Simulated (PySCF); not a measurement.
Vertical excitations of a molecule C5H10 from TDA-PBE/def2-SVPD run with PySCF, as energy in eV (oscillator strength): 6.50 (0.036), 7.02 (0.026), 7.36 (0.000), 7.44 (0.003), 7.45 (0.001), 7.87 (0.002), 7.99 (0.066), 8.00 (0.003), 8.01 (0.000), 8.29 (0.035). Lowest triplet (TDA): 6.41 eV. The structure is a stationary point at PBE0-D3(BJ)/def2-SVP. One conformer was computed; it need not be the lowest.

Q: Which molecule gave these data?
A) CC1CCC1
B) C1CCCC1
C) CC1(C)CC1
D) C=C(C)CC

A: C, CC1(C)CC1
